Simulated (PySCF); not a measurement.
C₂H₈F₂Si₂, SMILES CC([SiH2]F)[SiH2]F.

Coordinates come from a B3LYP-D3(BJ)/def2-SVP optimisation. This is a generated structure with no PubChem entry under its InChIKey; it may be hypothetical. Other conformers were not sampled.

These are PBE/def2-TZVP in PySCF values and carry that method's errors.

Problem. Estimate the frontier levels, gap, dipole moment and polarisability. (An estimate is asked for; the answer gives what the named calculation found.)

Solution. 
```
Item                                                                                                            Value
---------------------------------------------------------------------------------------------  ----------------------
highest occupied level                                                                                       -7.24 eV
lowest empty level                                                                                           -1.11 eV
orbital gap                                                                                                   6.13 eV
dipole moment                                                                                                  2.74 D
quadrupole, principal values (traceless, Buckingham form, about the centre of nuclear charge)  -3.36, -0.61, 3.97 D·Å
mean static polarisability                                                                      75.6 bohr³ (11.20 Å³)
polarisability, principal values                                                               65.5, 75.9, 85.4 bohr³
```
